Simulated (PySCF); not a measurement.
Radial density of Ag⁺ (silver, charge +1)

MN15, [Kr] 4d10, closed-shell 1S. Calculation: PySCF 2.14, in cc-pVTZ-PP with ECP28MDF (5s5p4d2f1g, 63 functions); a scalar-relativistic core potential. This is the valence pseudo-density: the core potential removes the inner electrons and smooths the orbitals near the nucleus.

```csv
r (bohr),4πr²ρ (e/bohr)
0.0180,1.372e-05
0.0304,3.451e-05
0.0511,8.249e-05
0.0859,0.0003449
0.144,0.003710
0.243,0.05895
0.409,1.362
0.687,13.64
1.16,14.80
1.94,3.386
3.27,0.2829
5.50,0.003095
```

Energies and moments cover only the electrons outside the core potential.
